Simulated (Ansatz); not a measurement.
`C[Se][InH2]` + `[SnH4]` → `C[Se][SnH3]` + `[InH3]`  (formal exchange of groups at the Se–In bond)

Program: Ansatz. Geometries: PBE0-D4/def2-TZVP. ΔE: electronic, gas phase. CCSD(T)/CBS adds triple-zeta CCSD(T) − MP2 to the extrapolated MP2 energy (def2 sets, frozen cores). Functionals use def2-TZVPP. HSE06 is defined as in plane-wave codes. Elements past krypton have def2 core potentials. For In, Se, Sn outer-core shells are correlated without core-valence functions, which leaves a few kJ/mol of doubt a bond. Scalar relativity is left out up to krypton.

**Question.** Is it downhill or uphill in electronic energy at CCSD(T)/CBS, and by how much? (Estimate.)

**Answer.** Ansatz gave: Uphill: ΔE = +10.6 kcal/mol.

**Question.** What do these levels give: LDA (SPW92), BLYP-D4, r2SCAN0-D4, HSE06-D4, CAM-B3LYP-D4, ωB97X-V, r2SCAN, LC-ωPBE, CCSD(T)/def2-TZVPP, MP2/def2-QZVPP, SCS-MP2/def2-QZVPP, CCSD/CBS(def2)? (An estimate is asked.)

**Answer.** Computed: LDA (SPW92) 12.4, BLYP-D4 10.6, r2SCAN0-D4 10.9, HSE06-D4 10.6, CAM-B3LYP-D4 10.5, ωB97X-V 10.1, r2SCAN 11.3, LC-ωPBE 10.2, CCSD(T)/def2-TZVPP 11.5, MP2/def2-QZVPP 10.9, SCS-MP2/def2-QZVPP 10.4, CCSD/CBS(def2) 10.3 kcal/mol.

Largest T1 diagnostic among the species: 0.014.

Leaving LDA and LC-ωPBE aside and taking each functional with its dispersion term where it has one, the values, not all of them listed here, spread over 1.2 kcal/mol, from ωB97X-V to B2PLYP. LDA lies +1.1 kcal/mol from PBE without D4. In def2-TZVPP, CCSD(T) changes the Hartree–Fock value by +1.5 kcal/mol (the triples alone add +0.3 kcal/mol) and MP2 by +1.5 kcal/mol. At CCSD(T), def2-SVP lies +0.9 kcal/mol from the extrapolated value and def2-TZVPP +0.9 kcal/mol.
